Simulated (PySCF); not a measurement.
PySCF input (BP86/def2-SVP):

```python
from pyscf import gto, dft

mol = gto.M(
    atom='''
    Ag   -0.00000000   -0.00000000   -0.32092593
    F     0.00000000    0.00000000    1.67594652
    ''',
    basis='def2-svp',
    ecp='def2-svp',
    charge=0,
    spin=0,
    verbose=4,
)

mf = dft.RKS(mol, xc='bp86')
mf.grids.level = 3
mf.conv_tol = 1e-9
mf.max_cycle = 100
mf.max_memory = 1500
mf.kernel()
if not mf.converged:
    mf = mf.newton()
    mf.kernel(mf.make_rdm1())
mf.dip_moment()
```

Output:

```
ECP def2-svp not found for  F
PySCF version 2.14.0

[INPUT] verbose = 4
[INPUT] num. atoms = 2
[INPUT] num. electrons = 28
[INPUT] charge = 0
[INPUT] spin (= nelec alpha-beta = 2S) = 0
[INPUT] symmetry False subgroup None
[INPUT] Mole.unit = angstrom
[INPUT] Symbol           X                Y                Z      unit          X                Y                Z       unit  Magmom
[INPUT]  1 Ag     0.000000000000   0.000000000000  -0.320925930000 AA    0.000000000000   0.000000000000  -0.606462113971 Bohr   0.0
[INPUT]  2 F      0.000000000000   0.000000000000   1.675946520000 AA    0.000000000000   0.000000000000   3.167079922218 Bohr   0.0

nuclear repulsion = 45.3155148028208
number of shells = 17
number of NR pGTOs = 81
number of NR cGTOs = 45
basis = def2-svp
ecp = def2-svp

******** <class 'pyscf.dft.rks.RKS'> ********
method = RKS
initial guess = minao
damping factor = 0
level_shift factor = 0
DIIS = <class 'pyscf.scf.diis.CDIIS'>
diis_start_cycle = 1
diis_space = 8
diis_damp = 0
SCF conv_tol = 1e-09
SCF conv_tol_grad = None
SCF max_cycles = 100
direct_scf = True
direct_scf_tol = 1e-13
XC library pyscf.dft.libxc version 7.1.2
    S. Lehtola, C. Steigemann, M. J. T. Oliveira, and M. A. L. Marques,  SoftwareX 7, 1–5 (2018)
XC functionals = bp86
    A. D. Becke,  Phys. Rev. A 38, 3098 (1988)
    J. P. Perdew,  Phys. Rev. B 33, 8822 (1986)
    J. P. Perdew,  Phys. Rev. B 34, 7406–7406 (1986)
radial grids:
    Treutler-Ahlrichs [JCP 102, 346 (1995); DOI:10.1063/1.469408] (M4) radial grids

becke partition: Becke, JCP 88, 2547 (1988); DOI:10.1063/1.454033
pruning grids: <function nwchem_prune>
grids dens level: 3
symmetrized grids: False
atomic radii adjust function: <function treutler_atomic_radii_adjust>
small_rho_cutoff = 0
Set gradient conv threshold to 3.16228e-05
Initial guess from minao.
tot grids = 36704
init E= -234.480750631135
  HOMO = -0.821415460264347  LUMO = -0.722175631805044  gap/eV = 2.70045
cycle= 1 E= -246.174651010503  delta_E= -11.7  |g|= 1.47  |ddm|= 3.18

WARN: HOMO 0.0936271957207774 == LUMO 0.0936272702760884

cycle= 2 E= -234.093181817329  delta_E= 12.1  |g|= 5.88  |ddm|= 6.11
  HOMO = -0.239832181296287  LUMO = -0.199762781781689  gap/eV = 1.09034
cycle= 3 E= -246.663002151705  delta_E= -12.6  |g|= 0.845  |ddm|= 5.46
  HOMO = -0.295819337388112  LUMO = -0.168563503003817  gap/eV = 3.46281
cycle= 4 E= -246.630293114392  delta_E= 0.0327  |g|= 0.941  |ddm|= 1.81
  HOMO = -0.239271555751903  LUMO = -0.14627587084842  gap/eV = 2.53054
cycle= 5 E= -246.805069891316  delta_E= -0.175  |g|= 0.07  |ddm|= 0.832
  HOMO = -0.224953877415913  LUMO = -0.151026690087754  gap/eV = 2.01166
cycle= 6 E= -246.805287905736  delta_E= -0.000218  |g|= 0.0765  |ddm|= 0.203
  HOMO = -0.232018469915013  LUMO = -0.15142899356465  gap/eV = 2.19295
cycle= 7 E= -246.806652249654  delta_E= -0.00136  |g|= 0.00837  |ddm|= 0.0859
  HOMO = -0.232795449313571  LUMO = -0.151387590869014  gap/eV = 2.21522
cycle= 8 E= -246.806667865153  delta_E= -1.56e-05  |g|= 0.000734  |ddm|= 0.0101
  HOMO = -0.232658163696614  LUMO = -0.151351197039602  gap/eV = 2.21248
cycle= 9 E= -246.806667999708  delta_E= -1.35e-07  |g|= 0.000326  |ddm|= 0.00156
  HOMO = -0.232691299019147  LUMO = -0.151352755664625  gap/eV = 2.21333
cycle= 10 E= -246.806668025711  delta_E= -2.6e-08  |g|= 4.39e-05  |ddm|= 0.000507
  HOMO = -0.232685120427261  LUMO = -0.151350780672722  gap/eV = 2.21322
cycle= 11 E= -246.806668026208  delta_E= -4.97e-10  |g|= 6.55e-06  |ddm|= 7.39e-05
  HOMO = -0.232688309640542  LUMO = -0.151351144299767  gap/eV = 2.21330
Extra cycle  E= -246.806668026051  delta_E= 1.57e-10  |g|= 2.77e-05  |ddm|= 3.94e-05
converged SCF energy = -246.806668026051
Dipole moment(X, Y, Z, Debye): -0.00000, -0.00000, -4.60330
```

The geometry given is a B3LYP-D3(BJ)/def2-TZVP minimum.
